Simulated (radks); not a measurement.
Neutral gallium inside a hard spherical wall (all orbitals vanish at R), configuration held at [Ar] 3d10 4s2 4p1 and not refilled when levels cross. Method: non-relativistic Kohn-Sham, r2SCAN, spin-unpolarised, spherical densities, point nucleus; meta-GGA in the generalised Kohn-Sham scheme; computed with a radial shooting solver on a logarithmic mesh with Libxc functionals. Eigenvalues in eV, with the zero of energy where the potential of the charges vanishes at infinity; a dash marks a level that is unbound or too diffuse for the functional's potential to be trusted. A positive occupied level is held by the wall or, in an anion where self-interaction has pushed it up, behind a barrier. The pressure on the wall is -dE/dV.

| R (bohr) | E (hartree) | kinetic (hartree) | e(3p) | e(3d) | e(4s) | e(4p) | e(5s, empty) | e(5p, empty) | pressure (GPa) |
|---|---|---|---|---|---|---|---|---|---|
| free | -1924.82038 | 1923.524 | -100.72 | -20.334 | -9.009 | -2.577 | - | - | 0 |
| 20 | -1924.82038 | 1923.524 | -100.72 | -20.334 | -9.009 | -2.577 | 0.000 | 0.536 | < 0.0001 |
| 12 | -1924.82025 | 1923.525 | -100.70 | -20.315 | -8.993 | -2.561 | 0.620 | 1.913 | 0.00181 |
| 7 | -1924.80887 | 1923.591 | -100.11 | -19.728 | -8.558 | -1.947 | 5.440 | 9.590 | 0.545 |
| 6 | -1924.78821 | 1923.695 | -99.469 | -19.098 | -8.072 | -1.198 | 9.293 | 14.755 | 2.24 |
| 5 | -1924.72241 | 1923.987 | -98.093 | -17.752 | -6.898 | 0.580 | 17.084 | 24.297 | 10.7 |
| 4 | -1924.48974 | 1924.873 | -95.097 | -14.849 | -3.701 | 5.147 | 34.811 | 44.594 | 62.2 |
| 3.5 | -1924.17859 | 1925.953 | -92.322 | -12.170 | -0.056 | 10.049 | 52.406 | 63.973 | 170 |
